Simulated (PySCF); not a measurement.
Molecule: `C=CC#CB(O)O`, C4H5BO2.

Molfile (atoms numbered from 1):
```
C4H5BO2
     RDKit          3D

 12 11  0  0  0  0  0  0  0  0999 V2000
    2.9719    0.2801   -0.4987 C   0  0  0  0  0  0  0  0  0  0  0  0
    1.9640    0.9447    0.0868 C   0  0  0  0  0  0  0  0  0  0  0  0
    0.6390    0.4470    0.2093 C   0  0  0  0  0  0  0  0  0  0  0  0
   -0.5088    0.0492    0.3311 C   0  0  0  0  0  0  0  0  0  0  0  0
   -1.9534   -0.4525    0.4775 B   0  0  0  0  0  0  0  0  0  0  0  0
   -2.9463    0.4807    0.4931 O   0  0  0  0  0  0  0  0  0  0  0  0
   -2.1538   -1.7963    0.5836 O   0  0  0  0  0  0  0  0  0  0  0  0
    3.9675    0.7237   -0.5711 H   0  0  0  0  0  0  0  0  0  0  0  0
    2.8245   -0.7166   -0.9220 H   0  0  0  0  0  0  0  0  0  0  0  0
    2.1438    1.9450    0.4996 H   0  0  0  0  0  0  0  0  0  0  0  0
   -3.8366    0.1293    0.5840 H   0  0  0  0  0  0  0  0  0  0  0  0
   -3.0725   -2.0655    0.6729 H   0  0  0  0  0  0  0  0  0  0  0  0
  1  2  2  0
  2  3  1  0
  3  4  3  0
  4  5  1  0
  5  6  1  0
  5  7  1  0
  1  8  1  0
  1  9  1  0
  2 10  1  0
  6 11  1  0
  7 12  1  0
M  END
```

Spin–spin couplings on one PBE0-D3(BJ)/def2-SVP geometry, PySCF 2.14, gas phase, non-relativistic, equivalent pairs averaged (spin–dipole term only in couplings to heteroatoms); isotopes $^{13}$C, $^{1}$H, $^{11}$B, $^{17}$O; basis pcJ-1.

**Question.** How do the couplings (Hz) change with the functional? Times are CPU seconds on 1 thread of an Arm Neoverse V1, shared host.

**Answer.** 
```tsv
functional	functions	$^{1}J$(C3,C4)	$^{1}J$(C1,H8)	$^{1}J$(C1,H9)	$^{1}J$(C2,H10)	$^{1}J$(C4,B5)	$^{1}J$(C2,C3)	$^{1}J$(O6,H11)	core-s
LDA	239	148.6	132.5	132.0	130.8	114.6	71.1	-67.9	21
PBE	239	157.7	156.5	156.5	155.7	130.5	83.5	-69.6	28
KT2	239	142.9	167.8	167.4	167.8	118.7	71.4	-70.2	29
PBE0	239	166.5	163.0	162.8	162.9	134.5	92.3	-77.1	34
B97-2	239	164.5	156.7	156.6	154.9	139.6	90.8	-77.1	34
BHandHLYP	239	190.2	187.5	187.3	187.7	147.5	113.1	-91.7	39
CAM-B3LYP	239	171.6	169.3	169.1	168.9	136.2	94.6	-81.5	50
``` Left out for a near triplet instability: HF/pcJ-1.
